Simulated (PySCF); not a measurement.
C$_{3}$H$_{7}$O (SMILES C[C](C)O), doublet, at a GFN2-xTB geometry; DF-B3LYP/6-311G** run with PySCF.

Here is a job for PySCF.
```python
from pyscf import gto, scf, dft

mol = gto.Mole()
mol.atom = '''
    O     0.006033    1.399451    0.105213
    C    -0.010526    0.017375    0.172694
    H     0.916916    1.708660    0.146016
    C    -1.341028   -0.598369   -0.069271
    C     1.245830   -0.727813   -0.109824
    H    -1.499287   -0.833974   -1.129629
    H     1.488778   -0.745192   -1.182505
    H    -2.119394    0.093631    0.240890
    H     2.093956   -0.279398    0.411106
    H    -1.439535   -1.527007    0.491629
    H     1.144644   -1.759483    0.219189
'''
mol.basis = '6-311g**'
mol.charge = 0
mol.spin = 1
mol.verbose = 4
mol.build()

mf = dft.UKS(mol)
mf.xc = 'b3lyp'
mf = mf.density_fit(auxbasis='def2-universal-jkfit')
mf.kernel()
mf.analyze()
```

Task: Write the output that PySCF gives for this input, abridged.

Result: 
```
PySCF version 2.14.0

[INPUT] verbose = 4
[INPUT] num. atoms = 11
[INPUT] num. electrons = 33
[INPUT] charge = 0
[INPUT] spin (= nelec alpha-beta = 2S) = 1
[INPUT] symmetry False subgroup None
[INPUT] Mole.unit = angstrom
[INPUT] Symbol           X                Y                Z      unit          X                Y                Z       unit  Magmom
[INPUT]  1 O      0.006033000000   1.399451000000   0.105213000000 AA    0.011400717710   2.644579114749   0.198823754744 Bohr   0.0
[INPUT]  2 C     -0.010526000000   0.017375000000   0.172694000000 AA   -0.019891257187   0.032833991414   0.326344363356 Bohr   0.0
[INPUT]  3 H      0.916916000000   1.708660000000   0.146016000000 AA    1.732720119232   3.228899439999   0.275930249804 Bohr   0.0
[INPUT]  4 C     -1.341028000000  -0.598369000000  -0.069271000000 AA   -2.534175645373  -1.130753531430  -0.130903218375 Bohr   0.0
[INPUT]  5 C      1.245830000000  -0.727813000000  -0.109824000000 AA    2.354277497767  -1.375367239898  -0.207537281904 Bohr   0.0
[INPUT]  6 H     -1.499287000000  -0.833974000000  -1.129629000000 AA   -2.833241812121  -1.575982455008  -2.134689432366 Bohr   0.0
[INPUT]  7 H      1.488778000000  -0.745192000000  -1.182505000000 AA    2.813382680278  -1.408208790217  -2.234610590929 Bohr   0.0
[INPUT]  8 H     -2.119394000000   0.093631000000   0.240890000000 AA   -4.005074210046   0.176936946769   0.455216126146 Bohr   0.0
[INPUT]  9 H      2.093956000000  -0.279398000000   0.411106000000 AA    3.957003356890  -0.527985699751   0.776877748165 Bohr   0.0
[INPUT] 10 H     -1.439535000000  -1.527007000000   0.491629000000 AA   -2.720326896726  -2.885625020294   0.929044164894 Bohr   0.0
[INPUT] 11 H      1.144644000000  -1.759483000000   0.219189000000 AA    2.163063670127  -3.324940990828   0.414207179517 Bohr   0.0

nuclear repulsion = 125.872559688594
number of shells = 60
number of NR pGTOs = 180
number of NR cGTOs = 114
basis = 6-311g**
ecp = {}

******** <class 'pyscf.df.df_jk.DFUKS'> ********
method = DFUKS
initial guess = minao
damping factor = 0
level_shift factor = 0
DIIS = <class 'pyscf.scf.diis.CDIIS'>
diis_start_cycle = 1
diis_space = 8
diis_damp = 0
SCF conv_tol = 1e-09
SCF conv_tol_grad = None
SCF max_cycles = 50
direct_scf = False
number electrons alpha = 17  beta = 16
XC library pyscf.dft.libxc version 7.1.2
    S. Lehtola, C. Steigemann, M. J. T. Oliveira, and M. A. L. Marques,  SoftwareX 7, 1–5 (2018)
XC functionals = b3lyp
    P. J. Stephens, F. J. Devlin, C. F. Chabalowski, and M. J. Frisch,  J. Phys. Chem. 98, 11623 (1994)
radial grids:
    Treutler-Ahlrichs [JCP 102, 346 (1995); DOI:10.1063/1.469408] (M4) radial grids

becke partition: Becke, JCP 88, 2547 (1988); DOI:10.1063/1.454033
pruning grids: <function nwchem_prune>
grids dens level: 3
symmetrized grids: False
atomic radii adjust function: <function treutler_atomic_radii_adjust>
small_rho_cutoff = 0
Set gradient conv threshold to 3.16228e-05
tot grids = 125096
******** <class 'pyscf.df.df.DF'> ********
auxbasis = def2-universal-jkfit
init E= -193.991282606686

cycle= 1 E= -193.667691037876  delta_E= 0.324  |g|= 0.484  |ddm|= 1.74
cycle= 2 E= -193.565520907613  delta_E= 0.102  |g|= 0.723  |ddm|= 0.958
cycle= 3 E= -193.75689691589  delta_E= -0.191  |g|= 0.0938  |ddm|= 0.65
cycle= 4 E= -193.76036027785  delta_E= -0.00346  |g|= 0.027  |ddm|= 0.0807
cycle= 5 E= -193.760727373522  delta_E= -0.000367  |g|= 0.0041  |ddm|= 0.0207
cycle= 6 E= -193.760737659692  delta_E= -1.03e-05  |g|= 0.00162  |ddm|= 0.00721
cycle= 7 E= -193.760739226164  delta_E= -1.57e-06  |g|= 0.000808  |ddm|= 0.00217
cycle= 8 E= -193.760739607001  delta_E= -3.81e-07  |g|= 0.000216  |ddm|= 0.00113
cycle= 9 E= -193.760739637645  delta_E= -3.06e-08  |g|= 5.52e-05  |ddm|= 0.000317
cycle= 10 E= -193.760739640237  delta_E= -2.59e-09  |g|= 1.86e-05  |ddm|= 9.54e-05
cycle= 11 E= -193.760739640432  delta_E= -1.95e-10  |g|= 1e-05  |ddm|= 2.79e-05
Extra cycle  E= -193.760739640425  delta_E= 7.05e-12  |g|= 1.2e-05  |ddm|= 1.51e-05
converged SCF energy = -193.760739640425  <S^2> = 0.75355608  2S+1 = 2.0035529
**** SCF Summaries ****
Total Energy =                        -193.760739640424760
Nuclear Repulsion Energy =             125.872559688593554
One-electron Energy =                 -511.142536542714197
Two-electron Energy =                  191.509237213695911
Two-electron Coulomb Energy =          219.045091057434064
DFT Exchange-Correlation Energy =      -27.535853843738163
**** MO energy ****
                             alpha | beta                alpha | beta
MO #1   energy= -19.1365519876716  | -19.1320632344431  occ= 1 | 1
MO #2   energy= -10.2086008830906  | -10.1949066963164  occ= 1 | 1
MO #3   energy= -10.1686543686251  | -10.169332409806   occ= 1 | 1
MO #4   energy= -10.1580155040849  | -10.1587098017026  occ= 1 | 1
MO #5   energy= -1.04659297018972  | -1.03597977350518  occ= 1 | 1
MO #6   energy= -0.775018660047124 | -0.762365642878191 occ= 1 | 1
MO #7   energy= -0.704012839818891 | -0.701626231989604 occ= 1 | 1
MO #8   energy= -0.58981199809611  | -0.579802010646581 occ= 1 | 1
MO #9   energy= -0.494411443817853 | -0.483396244410027 occ= 1 | 1
MO #10  energy= -0.451342391699802 | -0.446691426652426 occ= 1 | 1
MO #11  energy= -0.450917518502443 | -0.43024178396266  occ= 1 | 1
MO #12  energy= -0.397237636151237 | -0.391995085400279 occ= 1 | 1
MO #13  energy= -0.393452857097797 | -0.38937360060482  occ= 1 | 1
MO #14  energy= -0.375407480658364 | -0.372096113643754 occ= 1 | 1
MO #15  energy= -0.357439898395204 | -0.339552237392317 occ= 1 | 1
MO #16  energy= -0.341312917113156 | -0.327923149412757 occ= 1 | 1
MO #17  energy= -0.148012477077721 | -0.0113803144702658 occ= 1 | 0
MO #18  energy= 0.0272836824003839 | 0.0287909360855529 occ= 0 | 0
MO #19  energy= 0.0706505189320838 | 0.0721274595639549 occ= 0 | 0
MO #20  energy= 0.0893494333659009 | 0.091510928400748  occ= 0 | 0
MO #21  energy= 0.0994169374784908 | 0.100620711191075  occ= 0 | 0
MO #22  energy= 0.11314992817002   | 0.118378066651499  occ= 0 | 0
MO #23  energy= 0.131719475724732  | 0.133493403943957  occ= 0 | 0
MO #24  energy= 0.140562970279101  | 0.142062441539217  occ= 0 | 0
MO #25  energy= 0.185520380377582  | 0.199066208753816  occ= 0 | 0

To work with the spin densities directly, `use mulliken_meta_spin()` only printing them here.

 ** Mulliken spin pop alpha/beta on meta-lowdin orthogonal AOs **
 ** Mulliken Spin Density (per AO)  **
spin_pop of  0 O 1s       -0.00000
spin_pop of  0 O 2s        0.00340
spin_pop of  0 O 3s        0.00011
spin_pop of  0 O 4s        0.00000
spin_pop of  0 O 2px       0.00178
spin_pop of  0 O 2py      -0.00991
spin_pop of  0 O 2pz       0.13009
spin_pop of  0 O 3px       0.00006
spin_pop of  0 O 3py       0.00005
spin_pop of  0 O 3pz       0.00126
spin_pop of  0 O 4px       0.00001
spin_pop of  0 O 4py       0.00002
spin_pop of  0 O 4pz       0.00018
spin_pop of  0 O 3dxy     -0.00001
spin_pop of  0 O 3dyz      0.00001
spin_pop of  0 O 3dz^2    -0.00004
spin_pop of  0 O 3dxz      0.00008
spin_pop of  0 O 3dx2-y2   -0.00002
spin_pop of  1 C 1s       -0.00001
spin_pop of  1 C 2s        0.06119
spin_pop of  1 C 3s        0.00141
spin_pop of  1 C 4s        0.00005
spin_pop of  1 C 2px       0.01609
spin_pop of  1 C 2py       0.01100
spin_pop of  1 C 2pz       0.69931
spin_pop of  1 C 3px      -0.00005
spin_pop of  1 C 3py       0.00006
spin_pop of  1 C 3pz       0.00412
spin_pop of  1 C 4px      -0.00002
spin_pop of  1 C 4py      -0.00001
spin_pop of  1 C 4pz      -0.00001
spin_pop of  1 C 3dxy      0.00004
spin_pop of  1 C 3dyz      0.00016
spin_pop of  1 C 3dz^2    -0.00050
spin_pop of  1 C 3dxz     -0.00006
spin_pop of  1 C 3dx2-y2   -0.00003
spin_pop of  2 H 1s       -0.00402
spin_pop of  2 H 2s        0.00028
spin_pop of  2 H 3s        0.00000
spin_pop of  2 H 2px      -0.00002
spin_pop of  2 H 2py      -0.00001
spin_pop of  2 H 2pz       0.00037
spin_pop of  3 C 1s        0.00000
spin_pop of  3 C 2s       -0.00565
spin_pop of  3 C 3s        0.00006
spin_pop of  3 C 4s        0.00000
spin_pop of  3 C 2px      -0.01474
spin_pop of  3 C 2py      -0.00589
spin_pop of  3 C 2pz      -0.01529
spin_pop of  3 C 3px       0.00009
spin_pop of  3 C 3py       0.00024
spin_pop of  3 C 3pz       0.00037
spin_pop of  3 C 4px       0.00002
spin_pop of  3 C 4py       0.00000
spin_pop of  3 C 4pz       0.00013
spin_pop of  3 C 3dxy      0.00001
spin_pop of  3 C 3dyz      0.00007
spin_pop of  3 C 3dz^2     0.00004
spin_pop of  3 C 3dxz      0.00062
spin_pop of  3 C 3dx2-y2    0.00000
spin_pop of  4 C 1s        0.00000
spin_pop of  4 C 2s       -0.00536
spin_pop of  4 C 3s        0.00007
spin_pop of  4 C 4s        0.00000
spin_pop of  4 C 2px      -0.01290
spin_pop of  4 C 2py      -0.00645
spin_pop of  4 C 2pz      -0.01660
spin_pop of  4 C 3px       0.00008
spin_pop of  4 C 3py       0.00011
spin_pop of  4 C 3pz       0.00052
spin_pop of  4 C 4px       0.00002
spin_pop of  4 C 4py       0.00001
spin_pop of  4 C 4pz       0.00019
spin_pop of  4 C 3dxy      0.00002
spin_pop of  4 C 3dyz      0.00012
spin_pop of  4 C 3dz^2     0.00005
spin_pop of  4 C 3dxz      0.00051
spin_pop of  4 C 3dx2-y2    0.00001
spin_pop of  5 H 1s        0.05862
spin_pop of  5 H 2s        0.00205
spin_pop of  5 H 3s        0.00035
spin_pop of  5 H 2px       0.00009
spin_pop of  5 H 2py      -0.00001
spin_pop of  5 H 2pz       0.00003
spin_pop of  6 H 1s        0.06303
spin_pop of  6 H 2s        0.00295
spin_pop of  6 H 3s        0.00047
spin_pop of  6 H 2px       0.00005
spin_pop of  6 H 2py       0.00002
spin_pop of  6 H 2pz       0.00003
spin_pop of  7 H 1s        0.00458
spin_pop of  7 H 2s        0.00001
spin_pop of  7 H 3s        0.00005
spin_pop of  7 H 2px       0.00001
spin_pop of  7 H 2py       0.00002
spin_pop of  7 H 2pz       0.00002
spin_pop of  8 H 1s        0.01287
spin_pop of  8 H 2s        0.00006
spin_pop of  8 H 3s        0.00013
spin_pop of  8 H 2px      -0.00000
spin_pop of  8 H 2py       0.00004
spin_pop of  8 H 2pz      -0.00000
spin_pop of  9 H 1s        0.01253
spin_pop of  9 H 2s        0.00010
spin_pop of  9 H 3s        0.00005
spin_pop of  9 H 2px       0.00005
spin_pop of  9 H 2py       0.00000
spin_pop of  9 H 2pz       0.00001
spin_pop of  10 H 1s        0.00475
spin_pop of  10 H 2s        0.00009
spin_pop of  10 H 3s        0.00003
spin_pop of  10 H 2px       0.00001
spin_pop of  10 H 2py       0.00001
spin_pop of  10 H 2pz      -0.00000
 ** Mulliken Spin Density (per atom)  **
spin density of  0 O =      0.12706
spin density of  1 C =      0.79274
spin density of  2 H =     -0.00339
spin density of  3 C =     -0.03991
spin density of  4 C =     -0.03959
spin density of  5 H =      0.06113
spin density of  6 H =      0.06656
spin density of  7 H =      0.00469
spin density of  8 H =      0.01310
spin density of  9 H =      0.01273
spin density of  10 H =      0.00489
 ** Mulliken pop alpha/beta on meta-lowdin orthogonal AOs **
 ** Mulliken pop       alpha | beta **
In total            17.00000 | 16.00000
 ** Mulliken atomic charges   ( Nelec_alpha | Nelec_beta ) **
charge of  0O =     -0.46144  (     4.29425      4.16719 )
charge of  1C =      0.14523  (     3.32376      2.53102 )
charge of  2H =      0.32977  (     0.33342      0.33681 )
charge of  3C =     -0.33212  (     3.14611      3.18601 )
charge of  4C =     -0.34208  (     3.15124      3.19083 )
charge of  5H =      0.09769  (     0.48172      0.42059 )
charge of  6H =      0.09545  (     0.48555      0.41900 )
charge of  7H =      0.12351  (     0.44059      0.43590 )
charge of  8H =      0.10575  (     0.45368      0.44057 )
charge of  9H =      0.11570  (     0.44851      0.43578 )
charge of  10H =      0.12255  (     0.44117      0.43628 )
Dipole moment(X, Y, Z, Debye):  1.36761, -0.44378, -0.14922
```
